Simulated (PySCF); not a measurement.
Species: BiFH6Si2.
Numbering: `[F:1][SiH2:2][BiH:3][SiH3:4]` (hydrogens: H5, H6 on Si2; H7 on Bi3; H8, H9, H10 on Si4)

Computed by this run: PySCF, PBE0-D3(BJ)/def2-SVP geometry optimisation, gas phase, def2 core potentials past Kr; density fitting, grid level 1; the optimiser is geomeTRIC in internal coordinates, started from a GFN2-xTB structure with every atom displaced at random (about 0.01 Å).

The end geometry, which sets the zero of energy:
```
atom  x, y, z in Å
F1     -2.3053    0.4640   -1.0440
Si2    -1.7879   -0.3205    0.2913
Bi3    -0.0687    1.2616    1.5624
Si4     1.8547    0.3462   -0.0465
H5     -1.1849   -1.6127   -0.1503
H6     -2.9813   -0.5950    1.1469
H7      0.2383   -0.1215    2.6737
H8      1.7416    1.0357   -1.3678
H9      3.1911    0.6580    0.5470
H10     1.7439   -1.1295   -0.2551
```

**Question.** These geometries come from the run, each turned onto the end geometry. Order them by energy, lowest first.
A.
```
atom  x, y, z in Å
F1     -2.2319    0.4365   -1.0809
Si2    -1.8092   -0.3245    0.3013
Bi3    -0.0550    1.2127    1.5899
Si4     1.8652    0.3605   -0.0562
H5     -1.2671   -1.6639   -0.0679
H6     -3.0491   -0.4950    1.1153
H7      0.2659   -0.1990    2.6624
H8      1.7132    1.0462   -1.3750
H9      3.1902    0.7316    0.5311
H10     1.8193   -1.1188   -0.2623
```
B.
```
atom  x, y, z in Å
F1     -2.2322    0.3743   -1.0029
Si2    -1.8091   -0.3540    0.3691
Bi3    -0.0721    1.1877    1.5383
Si4     1.8933    0.3767   -0.0402
H5     -1.4212   -1.6722   -0.1233
H6     -3.0872   -0.4657    1.0593
H7      0.3281   -0.1704    2.6508
H8      1.7936    1.0386   -1.3442
H9      3.1687    0.7360    0.5288
H10     1.8797   -1.0646   -0.2780
```
C.
```
atom  x, y, z in Å
F1     -2.2312    0.4636   -1.1092
Si2    -1.8205   -0.3213    0.2732
Bi3    -0.0673    1.1897    1.5803
Si4     1.8590    0.3540   -0.0643
H5     -1.2458   -1.6676   -0.0266
H6     -3.0182   -0.4825    1.1554
H7      0.2516   -0.2148    2.6522
H8      1.7113    1.0490   -1.3789
H9      3.1731    0.7422    0.5498
H10     1.8294   -1.1260   -0.2744
```

**Answer.** A (0.005 eV), C (0.031 eV), B (0.203 eV).

In the order of the answer:

| step | E above end (eV) | largest force (eV/Å) | rms force component (eV/Å) | rms distance from end (Å) | rms bond change (Å) | bond most changed (Å) |
| --- | --- | --- | --- | --- | --- | --- |
| 2 | 0.005 | 0.07 | 0.019 | 0.079 | 0.002 | Si2–Bi3 +0.005 |
| 1 | 0.031 | 0.44 | 0.124 | 0.089 | 0.004 | F1–Si2 +0.009 |
| 0 | 0.203 | 1.20 | 0.453 | 0.131 | 0.036 | Si2–Bi3 -0.060 |

The cost below is that of the whole optimisation. Time: 47 s of wall time; peak memory 0.45 GiB. Hardware: an Arm Neoverse V2 with one thread, shared host with 32 logical CPUs at a one-minute load of 24.
